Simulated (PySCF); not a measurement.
FH3SeSi. Atoms are numbered in the order given.

```xyz
6

Se     0.4294    -0.5453     0.0000
F     -1.2315    -1.2396     0.0000
Si    -0.1944     1.6657     0.0000
H     -0.9689     2.0205     1.2249
H     -0.9689     2.0205    -1.2249
H      1.1440     2.3349     0.0000
```

Geometry optimised at PBE-D3(BJ)/def2-TZVP.

The numbers are results of PySCF with B3LYP/pcSseg-2, not measurements.

GIAO shieldings, no solvent; atoms alike by connectivity are averaged. δ = σ(ref) − σ: ⁷⁷Se against Me2Se (σ = 1646.2 ppm); ¹⁹F against CFCl3 (σ = 159.6 ppm); ²⁹Si against TMS (σ = 325.2 ppm); ¹H against TMS (σ = 31.68 ppm), references at their B3LYP-D3(BJ)/def2-TZVP geometries, non-relativistic.

| atoms | nucleus | count | δ (ppm) |
|---|---|---|---|
| Se1 | ⁷⁷Se | 1 | ___ |
| F2 | ¹⁹F | 1 | -542.8 |
| Si3 | ²⁹Si | 1 | ___ |
| H4, H5, H6 | ¹H | 3 | 5.51 |

Task: Fill in the missing entries. (Estimate from the structure and the level; the computed values follow.)

Result: 
- Se1, δ (ppm): 2031.7
- Si3, δ (ppm): -51.1
